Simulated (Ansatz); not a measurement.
A set of 12 reactions (hydrogenolysis), with CCSD(T)/CBS values in kJ/mol:

| reaction | ΔE |
| --- | --- |
| `[F][AlH][SiH2]Cl` + H₂ → `[AlH2][SiH2]Cl` + H–F | 171.3 |
| `P[TeH]` + H₂ → H₂Te + PH₃ | 14.2 |
| `F[CH]1[S][GeH2]1` + H₂ → `[CH2]1[S][GeH2]1` + H–F | -120.8 |
| `CC[SiH2]CS` + H₂ → `[SiH3]CS` + `CC` | -25.3 |
| `B/C=C(\O)CN` + H₂ → `B/C=C/O` + CH₃NH₂ | -57.1 |
| `[NH2][In]([NH2])[Br]` + H₂ → `[NH2][InH][Br]` + NH₃ | -13.6 |
| `C[NH][SnH2][CH]=O` + H₂ → `C[NH][SnH3]` + `C=O` | -39.5 |
| `C[Si](O)(Br)O[SiH3]` + H₂ → `O[SiH](Br)O[SiH3]` + CH₄ | -10.3 |
| `[OH][Ga]([F])[SH]` + H₂ → `[OH][GaH][SH]` + H–F | 58.4 |
| `O[SiH](Br)[O][AlH2]` + H₂ → `O[SiH2][O][AlH2]` + HBr | 94.8 |
| `BS[Si](N)(O)F` + H₂ → `N[SiH](O)F` + `BS` | 34.6 |
| `CO[SiH](F)S[SiH2]Cl` + H₂ → `CO[SiH2]S[SiH2]Cl` + H–F | 132.9 |

Computed with Ansatz on PBE0-D4/def2-TZVP structures; ΔE is electronic, products minus reactants. CBS: MP2 limit from def2 TZ/QZ plus the TZ coupled-cluster correction, frozen cores. This one scheme is used for every species. Double bonds are as drawn, so ΔE can hold a change between cis and trans. Functionals use def2-TZVPP. B3LYP here is the variant with VWN-RPA as its local correlation; programs differ in this. Elements past krypton have def2 core potentials. For Br, Ga, Ge, In, Sn, Te outer-core shells are correlated without core-valence functions, which leaves a few kJ/mol of doubt a bond. Scalar relativity is left out up to krypton. Each species was taken in one conformer, which may not be the lowest.

Give the mean, mean absolute and largest difference (level minus CCSD(T)/CBS, kJ/mol) for: B3LYP-D4, ωB97X-V, ωB97M-V, B2PLYP, PBE, PBE0, B3LYP, HF/def2-TZVPP, MP2/def2-TZVPP, SCS-MP2/def2-TZVPP, HF/def2-QZVPP, MP2/def2-QZVPP, HF/CBS(def2), MP2/CBS(def2). (Estimate.)

Computed: 
| level | mean | mean absolute | largest |
| --- | --- | --- | --- |
| B3LYP-D4 | 0.8 | 4.3 | 18.2 |
| ωB97X-V | -1.2 | 5.2 | 15.3 |
| ωB97M-V | -0.2 | 3.9 | 13.0 |
| B2PLYP | -3.3 | 7.8 | -11.5 |
| PBE | -1.8 | 6.4 | 23.0 |
| PBE0 | -6.2 | 7.8 | -15.8 |
| B3LYP | -7.1 | 11.8 | -19.9 |
| HF/def2-TZVPP | -18.8 | 20.3 | -34.4 |
| MP2/def2-TZVPP | 2.5 | 3.5 | 8.7 |
| SCS-MP2/def2-TZVPP | -1.9 | 4.3 | 9.8 |
| HF/def2-QZVPP | -18.3 | 20.4 | -34.3 |
| MP2/def2-QZVPP | 4.4 | 5.4 | 7.6 |
| HF/CBS(def2) | -18.3 | 20.4 | -34.3 |
| MP2/CBS(def2) | 5.5 | 6.7 | 12.0 |

The largest T1 diagnostic in the set is 0.015, for `C=O` (customary mark 0.02).

CCSD(T)/CBS is a level of theory with its own doubt, and the functionals carry their triple-zeta basis error, so these figures describe this set and don't rank the functionals.
